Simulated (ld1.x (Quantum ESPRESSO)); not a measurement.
**An all-electron radial function and its pseudo partner (Be (Z = 4))**

Columns: radius, all-electron u(r) and pseudo u(r) of the 2p shell (level -2.16 eV) of beryllium in the configuration [He] 2s1.75 2p0.25; PBE, scalar-relativistic, RRKJ scheme, ld1.x (Quantum ESPRESSO) 7.5.

```json
{"r (bohr)": "0.210", "all-electron": "0.0461", "pseudo": "0.0143"}
{"r (bohr)": "0.420", "all-electron": "0.1318", "pseudo": "0.0556"}
{"r (bohr)": "0.630", "all-electron": "0.2210", "pseudo": "0.1191"}
{"r (bohr)": "0.840", "all-electron": "0.3011", "pseudo": "0.1979"}
{"r (bohr)": "1.050", "all-electron": "0.3681", "pseudo": "0.2833"}
{"r (bohr)": "1.260", "all-electron": "0.4236", "pseudo": "0.3671"}
{"r (bohr)": "1.470", "all-electron": "0.4680", "pseudo": "0.4418"}
{"r (bohr)": "1.680", "all-electron": "0.5002", "pseudo": "0.5017"}
{"r (bohr)": "1.890", "all-electron": "0.5213", "pseudo": "0.5438"}
{"r (bohr)": "2.100", "all-electron": "0.5323", "pseudo": "0.5675"}
{"r (bohr)": "2.310", "all-electron": "0.5349", "pseudo": "0.5743"}
{"r (bohr)": "2.520", "all-electron": "0.5305", "pseudo": "0.5674"}
{"r (bohr)": "2.730", "all-electron": "0.5206", "pseudo": "0.5506"}
{"r (bohr)": "2.940", "all-electron": "0.5064", "pseudo": "0.5278"}
{"r (bohr)": "3.150", "all-electron": "0.4890", "pseudo": "0.5023"}
{"r (bohr)": "3.360", "all-electron": "0.4693", "pseudo": "0.4763"}
{"r (bohr)": "3.570", "all-electron": "0.4483", "pseudo": "0.4512"}
{"r (bohr)": "3.780", "all-electron": "0.4264", "pseudo": "0.4272"}
{"r (bohr)": "3.990", "all-electron": "0.4043", "pseudo": "0.4044"}
{"r (bohr)": "4.200", "all-electron": "0.3822", "pseudo": "0.3822"}
{"r (bohr)": "4.410", "all-electron": "0.3605", "pseudo": "0.3605"}
{"r (bohr)": "4.620", "all-electron": "0.3394", "pseudo": "0.3394"}
{"r (bohr)": "4.830", "all-electron": "0.3189", "pseudo": "0.3189"}
{"r (bohr)": "5.040", "all-electron": "0.2991", "pseudo": "0.2991"}
{"r (bohr)": "5.250", "all-electron": "0.2802", "pseudo": "0.2802"}
{"r (bohr)": "5.460", "all-electron": "0.2621", "pseudo": "0.2621"}
```

How many radial nodes do the two functions have?

The all-electron 2p function has n − l − 1 = 0; the pseudo-wave has 0.

At about which radius was the pseudo-wave matched?

4.20 bohr, where the columns begin to agree (steps of 0.21 bohr).

Is the pseudo-wave norm-conserving?

Yes: the RRKJ scheme keeps the norm inside the radius equal to the all-electron one, which fixes the energy derivative of the logarithmic derivative at the level.
